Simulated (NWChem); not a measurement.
# HSeF; SMILES F[SeH]

```xyz
3

Se     0.0340     0.3285     0.0000
H     -1.4495     0.4598     0.0000
F      0.0517    -1.4509     0.0000
```
Atoms are numbered in this order, from 1.

Level: B3LYP/6-31G* (spherical d) (NWChem), optimised geometry, unscaled harmonic frequencies. This build's default masses of Se (78.918 u) and Br (79.917 u) are each other's, which moves their modes by up to 0.6 %.

### Question
List the harmonic frequencies with IR intensities, and the thermochemistry.

### Answer
```
frequency (cm⁻¹)  IR intensity (km/mol)
----------------  ---------------------
670                                38.0
843                                 3.2
2369                               51.9
```

```yaml
zero_point_energy: 5.5 kcal/mol
thermal correction to the enthalpy at 298.15 K (with zero-point energy): 8.0 kcal/mol
heat capacity Cv: 7.4 cal/(mol K)
entropy at 298.15 K and 1 atm (symmetry number 1): 60.3 cal/(mol K)
dipole_moment: 1.90 D
```

Rigid rotor and harmonic oscillator.
